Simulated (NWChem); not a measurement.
System: SiNH₃, singlet; SMILES [SiH]N

```xyz
5

Si     0.1161    -0.6872     0.0000
H     -1.4100    -0.8864     0.0000
N      0.0170     1.0284     0.0000
H     -0.8303     1.5879     0.0000
H      0.8492     1.6100     0.0000
```
Atoms are numbered in this order, from 1.

Computed with NWChem. Pople sets run with spherical d functions. Low-valent species are run as closed-shell singlets; no triplet was tried in these runs. Structure relaxed at the PBE0/def2-SVP level. Core excitations by TDA in a window of 1s orbitals, non-relativistic and unshifted: absolute energies depend strongly on the exact-exchange share.

For level Si K edge, BHandHLYP/def2-TZVP:

```yaml
first 1s excitation (eV): 1820.0
dipole_oscillator_strength_of_the_first: 0.0096
first state with f > 0.002 (eV): 1820.0
dipole_oscillator_strength_of_that_state: 0.0096
```

Problem. What are these values for level N K edge, PBE0/6-311G**?

Solution. 
- first 1s excitation (eV): 387.7
- dipole oscillator strength of the first: 0.0192
- first state with f > 0.002 (eV): 387.7
- dipole oscillator strength of that state: 0.0192
